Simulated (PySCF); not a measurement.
HCl₃SSn, singlet, at a GFN2-xTB geometry (such geometries of metal compounds can be far from the true shape) (all electrons, no relativity); CASSCF(6,5)/STO-3G (PySCF).

Here is a job for PySCF.
```python
from pyscf import gto, scf, mcscf
import numpy

mol = gto.Mole()
mol.atom = '''
    S     2.251403    0.949860   -0.089630
    Sn   -0.003402    0.025937   -0.001115
    Cl   -0.263028   -1.291984    1.904179
    Cl   -1.618356    1.685829    0.025675
    Cl   -0.394746   -1.350014   -1.841116
    H     2.841860   -0.239731   -0.018715
'''
mol.basis = 'sto-3g'
mol.charge = 0
mol.spin = 0
mol.verbose = 4
mol.build()

mf = scf.RHF(mol)
mf.kernel()
mc = mcscf.CASSCF(mf, 5, 6)
mc.fix_spin_(ss=0.0)
mc.kernel()
occ = numpy.linalg.eigvalsh(mc.fcisolver.make_rdm1(mc.ci, mc.ncas, mc.nelecas))[::-1]
ss = mc.fcisolver.spin_square(mc.ci, mc.ncas, mc.nelecas)[0]
print('natural occupations', occ.round(4), ' <S^2>', round(ss, 4))
```

Output, abridged:

```
PySCF version 2.14.0

[INPUT] verbose = 4
[INPUT] num. atoms = 6
[INPUT] num. electrons = 118
[INPUT] charge = 0
[INPUT] spin (= nelec alpha-beta = 2S) = 0
[INPUT] symmetry False subgroup None
[INPUT] Mole.unit = angstrom
[INPUT] Symbol           X                Y                Z      unit          X                Y                Z       unit  Magmom
[INPUT]  1 S      2.251403000000   0.949860000000  -0.089630000000 AA    4.254535066024   1.794975256679  -0.169376152545 Bohr   0.0
[INPUT]  2 Sn    -0.003402000000   0.025937000000  -0.001115000000 AA   -0.006428848276   0.049013826493  -0.002107044629 Bohr   0.0
[INPUT]  3 Cl    -0.263028000000  -1.291984000000   1.904179000000 AA   -0.497050883092  -2.441495917320   3.598376802148 Bohr   0.0
[INPUT]  4 Cl    -1.618356000000   1.685829000000   0.025675000000 AA   -3.058249612047   3.185755102849   0.048518718248 Bohr   0.0
[INPUT]  5 Cl    -0.394746000000  -1.350014000000  -1.841116000000 AA   -0.745961828768  -2.551156724329  -3.479205003555 Bohr   0.0
[INPUT]  6 H      2.841860000000  -0.239731000000  -0.018715000000 AA    5.370337084356  -0.453025933568  -0.035366224421 Bohr   0.0

nuclear repulsion = 1007.88094615278
number of shells = 32
number of NR pGTOs = 192
number of NR cGTOs = 64
basis = sto-3g
ecp = {}

******** <class 'pyscf.scf.hf.RHF'> ********
method = RHF
initial guess = minao
damping factor = 0
level_shift factor = 0
DIIS = <class 'pyscf.scf.diis.CDIIS'>
diis_start_cycle = 1
diis_space = 8
diis_damp = 0
SCF conv_tol = 1e-09
SCF conv_tol_grad = None
SCF max_cycles = 50
direct_scf = True
direct_scf_tol = 1e-13
Set gradient conv threshold to 3.16228e-05
Initial guess from minao.
init E= -7702.95628789121
  HOMO = -0.516965777748  LUMO = -0.310296512386275  gap/eV = 5.62376
cycle= 1 E= -7721.02110639916  delta_E= -18.1  |g|= 0.286  |ddm|= 3.22
  HOMO = -0.337618993921936  LUMO = 0.176827580951585  gap/eV = 13.99880
cycle= 2 E= -7721.05729152977  delta_E= -0.0362  |g|= 0.0476  |ddm|= 0.598
  HOMO = -0.327600452147002  LUMO = 0.176811683850958  gap/eV = 13.72575
cycle= 3 E= -7721.05915933833  delta_E= -0.00187  |g|= 0.00903  |ddm|= 0.159
  HOMO = -0.326944864237169  LUMO = 0.17783381930492  gap/eV = 13.73573
cycle= 4 E= -7721.05924415405  delta_E= -8.48e-05  |g|= 0.00125  |ddm|= 0.0406
  HOMO = -0.326447886223912  LUMO = 0.177914509073545  gap/eV = 13.72440
cycle= 5 E= -7721.05924581317  delta_E= -1.66e-06  |g|= 0.000256  |ddm|= 0.0055
  HOMO = -0.326592272800898  LUMO = 0.177959286949288  gap/eV = 13.72955
cycle= 6 E= -7721.05924587859  delta_E= -6.54e-08  |g|= 5.77e-05  |ddm|= 0.00105
  HOMO = -0.326561814561773  LUMO = 0.177953563776925  gap/eV = 13.72856
cycle= 7 E= -7721.05924588252  delta_E= -3.93e-09  |g|= 1.42e-05  |ddm|= 0.000268
  HOMO = -0.326559018816139  LUMO = 0.177952649051279  gap/eV = 13.72846
cycle= 8 E= -7721.0592458828  delta_E= -2.76e-10  |g|= 1.62e-06  |ddm|= 8.06e-05
  HOMO = -0.326559186393954  LUMO = 0.17795252277242  gap/eV = 13.72846
Extra cycle  E= -7721.05924588281  delta_E= -1.27e-11  |g|= 6.4e-07  |ddm|= 5.55e-06
converged SCF energy = -7721.05924588281

******** <class 'pyscf.mcscf.mc1step.CASSCF'> ********
CAS (3e+3e, 5o), ncore = 56, nvir = 3
max_cycle_macro = 50
max_cycle_micro = 4
conv_tol = 1e-07
conv_tol_grad = None
orbital rotation max_stepsize = 0.02
orbital rotation threshold for CI restart = 0.01
augmented hessian ah_max_cycle = 30
augmented hessian ah_conv_tol = 1e-12
augmented hessian ah_linear dependence = 1e-14
augmented hessian ah_level shift = 1e-08
augmented hessian ah_start_tol = 2.5
augmented hessian ah_start_cycle = 3
augmented hessian ah_grad_trust_region = 3
kf_trust_region = 3
kf_interval = 4
ci_response_space = 4
ci_grad_trust_region = 3
with_dep4 0
natorb = False
canonicalization = True
sorting_mo_energy = False
ao2mo_level = 2
internal_rotation = False
******** <class 'pyscf.fci.addons.SpinPenaltyFCISolver'> ********
max. cycles = 50
conv_tol = 1e-08
davidson only = True
linear dependence = 1e-12
level shift = 0.001
max iter space = 12
nroots = 1
pspace_size = 400
spin = None
CASCI E = -7721.06154608565  S^2 = 0.0000000
Set conv_tol_grad to 0.000316228
macro iter   1 ( 21 JK    4 micro), CASSCF E = -7721.06606528142  dE = -4.51919577e-03  S^2 = 0.0000000
               |grad[o]|=0.00626  |grad[c]|=0.0152  |ddm|=0.0158  |maxRot[o]|=0.314
macro iter   2 ( 21 JK    4 micro), CASSCF E = -7721.07132476077  dE = -5.25947935e-03  S^2 = 0.0000000
               |grad[o]|=0.0102  |grad[c]|=0.0121  |ddm|=0.0126  |maxRot[o]|=0.314
macro iter   3 ( 21 JK    4 micro), CASSCF E = -7721.07292843454  dE = -1.60367376e-03  S^2 = 0.0000000
               |grad[o]|=0.0065  |grad[c]|=0.0541  |ddm|=0.0156  |maxRot[o]|=0.199
macro iter   4 ( 21 JK    4 micro), CASSCF E = -7721.07618062787  dE = -3.25219334e-03  S^2 = 0.0000000
               |grad[o]|=0.00795  |grad[c]|=0.0183  |ddm|=0.0163  |maxRot[o]|=0.258
macro iter   5 ( 21 JK    4 micro), CASSCF E = -7721.07862654588  dE = -2.44591801e-03  S^2 = 0.0000000
               |grad[o]|=0.00751  |grad[c]|=0.00714  |ddm|=0.016  |maxRot[o]|= 0.19
macro iter   6 ( 17 JK    4 micro), CASSCF E = -7721.07917458761  dE = -5.48041734e-04  S^2 = 0.0000000
               |grad[o]|=0.00494  |grad[c]|=0.0135  |ddm|=0.00877  |maxRot[o]|=0.091
macro iter   7 (  7 JK    2 micro), CASSCF E = -7721.07970438470  dE = -5.29797091e-04  S^2 = 0.0000000
               |grad[o]|=0.0036  |grad[c]|=0.0019  |ddm|=0.00608  |maxRot[o]|=0.0698
macro iter   8 (  7 JK    2 micro), CASSCF E = -7721.08004443833  dE = -3.40053622e-04  S^2 = 0.0000000
               |grad[o]|=0.00267  |grad[c]|=0.00292  |ddm|=0.00684  |maxRot[o]|=0.0698
macro iter   9 (  7 JK    2 micro), CASSCF E = -7721.08031097582  dE = -2.66537491e-04  S^2 = 0.0000000
               |grad[o]|=0.00208  |grad[c]|=0.00257  |ddm|=0.00752  |maxRot[o]|=0.0698
macro iter  10 (  7 JK    2 micro), CASSCF E = -7721.08051397995  dE = -2.03004131e-04  S^2 = 0.0000000
               |grad[o]|=0.00165  |grad[c]|=0.000872  |ddm|=0.00774  |maxRot[o]|=0.0698
macro iter  11 (  7 JK    2 micro), CASSCF E = -7721.08064460830  dE = -1.30628349e-04  S^2 = 0.0000000
               |grad[o]|=0.00122  |grad[c]|=0.00316  |ddm|=0.0074  |maxRot[o]|=0.0696
macro iter  12 (  5 JK    2 micro), CASSCF E = -7721.08066719294  dE = -2.25846452e-05  S^2 = 0.0000000
               |grad[o]|=0.000592  |grad[c]|=0.001  |ddm|=0.00122  |maxRot[o]|= 0.03
macro iter  13 (  4 JK    1 micro), CASSCF E = -7721.08067755349  dE = -1.03605471e-05  S^2 = 0.0000000
               |grad[o]|=0.000312  |grad[c]|=0.00169  |ddm|=0.00057  |maxRot[o]|=0.0315
macro iter  14 (  4 JK    1 micro), CASSCF E = -7721.08067872396  dE = -1.17047239e-06  S^2 = 0.0000000
               |grad[o]|=7.14e-05  |grad[c]|=0.000517  |ddm|=8.72e-05  |maxRot[o]|=0.0117
macro iter  15 (  1 JK    1 micro), CASSCF E = -7721.08067872464  dE = -6.80302037e-10  S^2 = 0.0000000
               |grad[o]|=2.57e-05  |grad[c]|=2.56e-05  |ddm|=2.39e-05  |maxRot[o]|=    0
1-step CASSCF converged in  15 macro (171 JK  39 micro) steps
CASSCF canonicalization
Density matrix diagonal elements [1.98659082 1.96791801 1.9953955  0.03414977 0.0159459 ]
CASSCF energy = -7721.08067872464
CASCI E = -7721.08067872464  E(CI) = -6.84884053577116  S^2 = 0.0000000
natural occupations [1.9969 1.9857 1.9679 0.0344 0.015 ]  <S^2> 0.0
```
